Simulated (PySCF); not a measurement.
A structure optimised at PBE0-D3(BJ)/def2-SVP, used in a PySCF frequency run:

```
Ge
F 1 1.7274
F 1 1.7274 2 106.42
F 1 1.7274 2 106.42 3 113.21
```
Charge 0, spin multiplicity 2.

Question: Write its SMILES and formula.

Answer: [F][Ge]([F])[F], F₃Ge

Question: What are its rotational constants (standard atomic weights)?

Answer: 5.8414, 5.8414, 3.4752 GHz
